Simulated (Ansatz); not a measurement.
The cluster Cr2F6. The state is a singlet with charge 0. Geometry B3LYP-D4/def2-SVP.

```xyz
8

Cr   -0.7568   -0.5127   -0.1453
Cr    0.7567    0.5128    0.1454
F    -0.5241   -1.7796    0.9679
F    -1.9926    0.5974    0.2272
F     0.5962    0.8894    1.7979
F     1.9916   -0.5877   -0.2578
F     0.5086    1.7962   -0.9453
F    -0.5796   -0.9157   -1.7899
```

The restricted singlet is unstable towards broken spin symmetry in Hartree–Fock (as tested in another run); at HF/STO-3G, PBE0-D4/def2-SVP, PBE0-D4/def2-TZVP, CAM-B3LYP-D4/def2-TZVP and others this wasn't settled. The structure comes from a short search, and lower isomers may exist.

**Question.** Estimate the orbital energies around the gap (eV) in Ansatz with HF/STO-3G, PBE0-D4/def2-SVP, PBE0-D4/def2-TZVP, CAM-B3LYP-D4/def2-TZVP, ωB97X-V/def2-TZVP.

**Answer.** 
| orbital | HF/STO-3G | PBE0-D4/def2-SVP | PBE0-D4/def2-TZVP | CAM-B3LYP-D4/def2-TZVP | ωB97X-V/def2-TZVP |
| --- | --- | --- | --- | --- | --- |
| HOMO−13 | -13.41 | -14.13 | -14.31 | -15.88 | -16.83 |
| HOMO−12 | -13.32 | -13.67 | -13.86 | -15.51 | -16.50 |
| HOMO−11 | -13.18 | -13.67 | -13.86 | -15.51 | -16.50 |
| HOMO−10 | -13.13 | -13.39 | -13.60 | -15.27 | -16.26 |
| HOMO−9 | -13.03 | -13.28 | -13.47 | -15.10 | -16.08 |
| HOMO−8 | -12.98 | -13.28 | -13.47 | -15.10 | -16.08 |
| HOMO−7 | -12.95 | -12.97 | -13.13 | -14.77 | -15.74 |
| HOMO−6 | -12.21 | -12.68 | -12.87 | -14.46 | -15.41 |
| HOMO−5 | -12.11 | -12.68 | -12.87 | -14.46 | -15.41 |
| HOMO−4 | -11.81 | -12.67 | -12.87 | -14.44 | -15.38 |
| HOMO−3 | -11.79 | -12.49 | -12.66 | -14.22 | -15.15 |
| HOMO−2 | -9.63 | -10.74 | -10.64 | -12.20 | -13.19 |
| HOMO−1 | -8.98 | -9.48 | -9.49 | -11.02 | -11.93 |
| HOMO | -8.90 | -9.48 | -9.49 | -11.02 | -11.93 |
| LUMO | 5.08 | -5.08 | -4.96 | -3.97 | -2.77 |
| LUMO+1 | 6.08 | -5.08 | -4.96 | -3.97 | -2.77 |
| LUMO+2 | 6.26 | -4.10 | -3.98 | -2.92 | -1.66 |
| LUMO+3 | 7.26 | -4.10 | -3.98 | -2.91 | -1.65 |
| LUMO+4 | 7.37 | -3.78 | -3.68 | -2.68 | -1.47 |
| LUMO+5 | 8.28 | -3.78 | -3.68 | -2.68 | -1.47 |
